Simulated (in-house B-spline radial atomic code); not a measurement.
# Ionising Co⁸⁺ with different functionals

Computed with a B-spline radial code for spherical atoms: scalar-relativistic (spin-free X2C) Hamiltonian, Fermi nucleus of rms radius 3.7875 fm, spin-polarised at highest spin, spherical fractional occupations for the functionals, the average over the highest-spin determinants for Hartree-Fock. The ionisation energy is the difference of two self-consistent energies, [Ar] 3d1 → [Ne] 3s2 3p6, without Breit or QED terms; ε is the level of the shell that loses the electron (its least bound occupied spin orbital).

Hybrids are left out here: with spherical fractional occupations of an open shell their exact exchange keeps a self-interaction that integer-occupation calculations don't have.

```tsv
method	rung	ΔSCF (eV)	-ε(3d) (eV)
Hartree-Fock	Hartree-Fock	184.81	186.13
LDA VWN5	LDA	186.51	171.66
LDA PW92	LDA	186.49	171.65
LDA exchange-only	LDA	184.40	169.63
PBE	GGA	186.14	171.34
PBEsol	GGA	186.11	171.30
BLYP	GGA	186.13	171.31
RPBE	GGA	186.04	171.26
PW91	GGA	186.35	171.53
BP86	GGA	186.23	171.41
AM05	GGA	186.16	171.36
OLYP	GGA	186.73	172.00
TPSS	meta-GGA	185.82	171.08
SCAN	meta-GGA	185.32	170.83
r2SCAN	meta-GGA	185.38	170.90
revTPSS	meta-GGA	185.56	170.88
```

Q: How do they compare with the NIST value?

A: NIST lists 186.1 eV ± 0.25 (measured, ground level to ground level). Errors run from -1.74 to +0.59 eV; PBE is closest (-0.00 eV), though others lie within the uncertainty of it, and part of that can be cancellation, since the calculations leave out spin-orbit coupling, Breit-QED terms, multiplet and fine-structure energies. Hartree-Fock also lacks correlation.
